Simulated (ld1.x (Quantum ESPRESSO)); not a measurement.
## Mn (Z = 25) PAW: all-electron and pseudo phase curves

- Element: Mn (Z = 25)
- Generator: ld1.x (Quantum ESPRESSO) 7.5
- Type: PAW
- Functional: PW91
- Relativity: scalar-relativistic
- Frozen core: [Ne]
- Valence charge: 15
- Reference configuration: 3s2 3p6 3d5 4s1.75 4p0.25
- Partial waves: 3s (bound): rcut 1.15, rcutus 1.25 bohr; 4s (bound): rcut 1.15, rcutus 1.25 bohr; 3p (bound): rcut 1.45, rcutus 1.55 bohr; 4p (bound): rcut 1.45, rcutus 1.55 bohr; 3d (bound): rcut 1.30, rcutus 1.45 bohr; 3d channel at 0.4 Ry: rcut 1.30, rcutus 1.45 bohr
- Local potential: all-electron potential smoothed inside 1.40 bohr (lloc = -1)
- Core correction: Bessel-smoothed model core inside 0.95 bohr
- Augmentation charge: BG, radius 1.15 bohr

The phase is arctan(r·u′/u) with u = r·R(r), unwrapped; energies in Ry, scanned from -8 to 5 Ry. A pole is an energy at which the radial function vanishes at the test radius. The pseudo phase is shifted by a multiple of π to meet the all-electron one at the reference energy, and phase errors are pseudo minus all-electron; the curves can meet again beyond the range given. Levels narrower than the energy grid can be missing from the lists of poles.

```csv
channel,radius (bohr),reference energy (Ry),"poles, all-electron","poles, pseudo",unbroken range about the reference energy with phases within 0.05 rad,phase error 1 Ry above the reference energy (rad)
s,1.69,-0.40,-5.98,-5.98,the whole range,+0.000
p,1.69,-0.12,-3.52,-3.52,below 2.0,-0.003
d,1.69,-0.53,0.42,0.42,the whole range,-0.000
```

The ghost test of this file was not conclusive. Its overlap operator is not positive definite in a basis up to 400 Ry (lowest eigenvalue s -0.21), so the file is unfit for use: the generalised eigenproblem breaks down once the basis is large enough, and its test numbers describe a broken file.

Phases in the s channel:

```
E (Ry)  all-electron  pseudo
 -8.00         1.250   1.250
 -7.76         1.223   1.223
 -7.52         1.183   1.183
 -7.28         1.116   1.117
 -7.04         0.983   0.983
 -6.80         0.594   0.595
 -6.56        -0.657  -0.656
 -6.32        -1.335  -1.335
 -6.08        -1.529  -1.529
 -5.84        -1.615  -1.615
 -5.60        -1.665  -1.665
 -5.36        -1.698  -1.698
 -5.12        -1.723  -1.723
 -4.88        -1.743  -1.743
 -4.64        -1.760  -1.760
 -4.40        -1.776  -1.775
 -4.16        -1.790  -1.789
 -3.92        -1.803  -1.803
 -3.68        -1.816  -1.816
 -3.44        -1.829  -1.828
 -3.20        -1.842  -1.842
 -2.96        -1.855  -1.855
 -2.72        -1.870  -1.869
 -2.48        -1.885  -1.884
 -2.24        -1.901  -1.900
 -2.00        -1.918  -1.918
 -1.76        -1.937  -1.937
 -1.52        -1.957  -1.957
 -1.28        -1.980  -1.980
 -1.04        -2.006  -2.006
 -0.80        -2.035  -2.035
 -0.56        -2.069  -2.069
 -0.32        -2.108  -2.107
 -0.08        -2.153  -2.153
  0.16        -2.207  -2.207
  0.40        -2.271  -2.271
  0.64        -2.349  -2.349
  0.88        -2.445  -2.444
  1.12        -2.562  -2.561
  1.36        -2.706  -2.704
  1.60        -2.877  -2.874
  1.84        -3.074  -3.070
  2.08        -3.284  -3.278
  2.32        -3.490  -3.483
  2.56        -3.676  -3.670
  2.80        -3.836  -3.829
  3.04        -3.969  -3.962
  3.28        -4.076  -4.069
  3.52        -4.164  -4.157
  3.76        -4.236  -4.229
  4.00        -4.295  -4.289
  4.24        -4.345  -4.339
  4.48        -4.387  -4.381
  4.72        -4.423  -4.417
  4.96        -4.455  -4.449
```
